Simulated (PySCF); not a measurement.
Unknown compound

The spectra below were simulated for a compound C₃HF₇.

$^{1}$H NMR (400 MHz, computed): δ 5.85 (ttq, J = 59.0, 3.2, 2.0 Hz, 1H).

$^{13}$C{$^{1}$H} NMR (computed): δ 125.6 (qtt, J = 356.9, 34.2, 2.1 Hz), 115.9 (tt, J = 318.3, 40.1 Hz), 113.1 (tqt, J = 314.7, 39.6, 30.0 Hz).

Calculated, not measured (PySCF): spin–spin couplings from B3LYP/pcJ-1 (spin–dipole term only in couplings to heteroatoms), structure optimised with PBE0-D3(BJ)/def2-SVP, NMR shieldings at CAM-B3LYP/pcSseg-1/GIAO. Non-relativistic Hamiltonian, in vacuum, single conformer, averaged over atoms made equivalent by symmetry, fast rotation or ring inversion.

Scale: $^{1}$H (σ = 31.33 ppm) and $^{13}$C (σ = 182.45 ppm) vs TMS (reference shieldings calculated alike).

Propose a structure and justify it.

Answers


The formula gives 0 degrees of unsaturation. 3 carbon signals for 3 carbons: no two carbons are equivalent. Carbon types of the structure: 2 × C, 1 × CH, which accounts for all hydrogens. δC 125.6: CF3 carbon; 3 electronegative neighbours deshield it. δC 115.9: sp3 CH bonded to 2 F; 2 electronegative neighbours deshield it. δC 113.1: fully substituted sp3 carbon bonded to 2 F; 2 electronegative neighbours deshield it. δH 5.85: hydrogen on an sp3 CH bonded to 2 F; its carbon carries F, hence the downfield position.

These data were computed for SMILES FC(C(C(F)F)(F)F)(F)F.

The data come from this structure; uniqueness wasn't tested.

Common functionals overestimate the size of one-bond C–F couplings by tens of Hz; these are unscaled. Multiplet labels drop couplings under 1 Hz and merge nearly equal ones. Shifts are as computed, not scaled to solution data. Of 1211 compounds with measured shifts, 218 miss one by over three times the rms of a fit or turn the order of signals round; such compounds aren't used in these exercises. 3J across rotatable bonds or in flexible rings reflects this conformer alone.
